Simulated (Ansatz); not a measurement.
Basis-set series for C₂H₄ClIO (`CC(O)(Cl)I`). Total charge 0; spin multiplicity 1. I: def2 effective core potential. Geometry: relaxed with PBE0-D4/def2-TZVP. It is one conformer, not always the lowest.

| functional | basis | functions | energy (Eh) | HOMO (eV) | LUMO (eV) |
| --- | --- | --- | --- | --- | --- |
| PBE0-D4 | def2-SVP | 106 | -911.17971 | -7.27 | -1.44 |
| PBE0-D4 | def2-TZVPP | 241 | -911.52732 | -7.40 | -1.62 |
| ωB97M-V | def2-SVP | 106 | -911.37763 | -9.43 | 0.64 |
| ωB97M-V | def2-TZVPP | 241 | -911.73082 | -9.58 | 0.37 |

Q: Give the rows for def2-QZVPP. (An estimate is asked.)

A: The calculation gave: 
```tsv
functional	basis	functions	energy (Eh)	HOMO (eV)	LUMO (eV)
PBE0-D4	def2-QZVPP	443	-911.55056	-7.43	-1.69
ωB97M-V	def2-QZVPP	443	-911.75332	-9.62	0.25
```

Positive LUMOs are unbound and depend on the basis.

Computed with Ansatz.
